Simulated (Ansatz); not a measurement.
Stretching the Mg1–H2 bond in H2MgSe (SMILES [MgH][SeH]) (multiplicity 1 held, fragments rigid). Energies count from the point at 1.689 Å.
Geometry at that point (charge 0, multiplicity 1):
```xyz
4

Mg    -0.9098    -0.7986    -1.2496
H     -1.7924    -1.5775    -2.4609
Se     0.3558     0.3557     0.4797
H      0.6118    -0.9339     1.1476
```

Signs of static correlation in def2-SVPD, with CASSCF(2,2), from Ansatz (an electronic-structure program) runs.

| R (Å) | T1 of restricted CCSD | ⟨S²⟩ of UHF | largest double amplitude of restricted CCSD | weight of the CASSCF reference in MRCISD | CASSCF natural occupations |
|---|---|---|---|---|---|
| 1.351 | 0.011 | 0.000 | 0.036 | 0.915 | 1.97 0.03 |
| 1.520 | 0.012 | 0.000 | 0.032 | 0.915 | 1.97 0.03 |
| 1.689 | 0.012 | 0.000 | 0.026 | 0.915 | 1.97 0.03 |
| 1.858 | 0.012 | 0.000 | 0.024 | 0.915 | 1.96 0.04 |
| 2.027 | 0.013 | 0.000 | 0.023 | 0.915 | 1.95 0.05 |
| 2.280 | 0.015 | 0.000 | 0.068 | 0.915 | 1.92 0.08 |
| 2.534 | 0.019 | 0.339 | 0.111 | 0.915 | 1.87 0.13 |
| 2.956 | 0.032 | 0.740 | 0.215 | 0.916 | 1.76 0.24 |
| 3.378 | 0.052 | 0.900 | (withheld) | 0.916 | 1.60 0.40 |
| 3.885 | (withheld) | 0.970 | 0.564 | 0.917 | 1.38 0.62 |
| 4.560 | 0.111 | 0.996 | 0.815 | 0.917 | 1.18 0.82 |
| 5.405 | 0.124 | 1.002 | 0.990 | 0.917 | 1.07 0.93 |

Fill in the missing entries.


- 3.378, largest double amplitude of restricted CCSD: 0.357
- 3.885, T1 of restricted CCSD: 0.081

Doubts at one or more of the structures used: a restricted determinant that unrestricted orbitals would lower (R-CCSD(T)/def2-SVPD); T1 above 0.05 (R-CCSD(T)/def2-SVPD, U-CCSD(T)/def2-SVPD); other coupled-cluster roots lie near (R-CCSD(T)/def2-SVPD); a spin-contaminated determinant (U-CCSD(T)/def2-SVPD).
